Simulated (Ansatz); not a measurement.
Reaction (cleavage of the Si–Si bond): `C[SiH2][SiH](O)F` + `S[SiH2]Cl` → `C[SiH2]S[SiH2]Cl` + `O[SiH2]F`

Computed with Ansatz on PBE0-D4/def2-TZVP structures; ΔE is electronic, products minus reactants. CCSD(T)/CBS adds triple-zeta CCSD(T) − MP2 to the extrapolated MP2 energy (def2 sets, frozen cores). One conformer a species, not always the lowest.

```json
{"level": "MP2/def2-TZVPP", "ΔE (kJ/mol)": "-89.0"}
{"level": "CCSD/CBS(def2)", "ΔE (kJ/mol)": "-78.1"}
```

Q: What does CCSD(T)/CBS give? (Estimate.)

A: The calculation gave: -79.1 kJ/mol. The listed levels differ from it by -9.9, 1.0 kJ/mol.

Largest T1 diagnostic among the species: 0.012.

From PBE to PBE0 (25 % exact exchange), in def2-TZVPP and without D4, ΔE moves by −6.7 kJ/mol. The D4 term adds −5.1 kJ/mol with B3LYP and −2.7 kJ/mol with PBE0; it sums over pairs of atoms, weighted by their polarisabilities, and B3LYP, whose exchange is more repulsive, gets the larger term.

B3LYP here is the variant with VWN-RPA as its local correlation; programs differ in this.
